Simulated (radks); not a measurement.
Excited configurations of the technetium ion Tc37+: one electron is placed in a higher orbital outside [He] 2s2 2p1. The ground configuration is [He] 2s2 2p2. Method: scalar-relativistic Kohn-Sham, LDA (Slater exchange, Perdew-Wang correlation), spin-polarised, spherical densities, finite nucleus; open shells are filled with parallel spins first (spin-orbit coupling, left out, can overturn this in heavy ions); Fermi nuclear charge, rms radius 4.4112 fm; computed with a radial shooting solver on a logarithmic mesh with Libxc functionals. Excitation = E - E(ground); binding = E(ion) - E, where the ion is the core of charge +38; n* = 38/sqrt(2 binding) in atomic units. These energies are relativistic, and a one-electron ion of charge +38 with no core already has n* below n in this formula (scalar-relativistic equation, point nucleus: 4d 3.992, 5d 4.990, 5f 4.995, 6f 5.994, 7s 6.965). The quantum defect is therefore taken as that value minus n*, so that it holds no relativistic shift of the bare ion.

\begin{tabular}{lrrrrrr}
outer orbital & excitation (eV) & binding (eV) & n* & quantum defect & eigenvalue (eV) & <r> (bohr) \\ \hline
4d & 4051.2 & 1251.0 & 3.963 & 0.029 & -1234.0 & 0.5413 \\
5d & 4503.3 & 798.91 & 4.959 & 0.031 & -789.15 & 0.8924 \\
5f & 4511.5 & 790.68 & 4.985 & 0.010 & -780.02 & 0.8223 \\
6f & 4752.8 & 549.44 & 5.980 & 0.014 & -542.63 & 1.254 \\
7s & 4886.3 & 415.94 & 6.873 & 0.092 & -411.54 & 1.866 \\
\end{tabular}

The Delta-SCF ionisation energy is 5302.2 eV (NIST Atomic Spectra Database: 5361 eV, semi-empirical). Self-interaction in the functional shifts the binding energies and quantum defects, so they are the method's values and not measured ones. Open shells are spherical and high-spin; term and fine-structure splittings are not resolved.
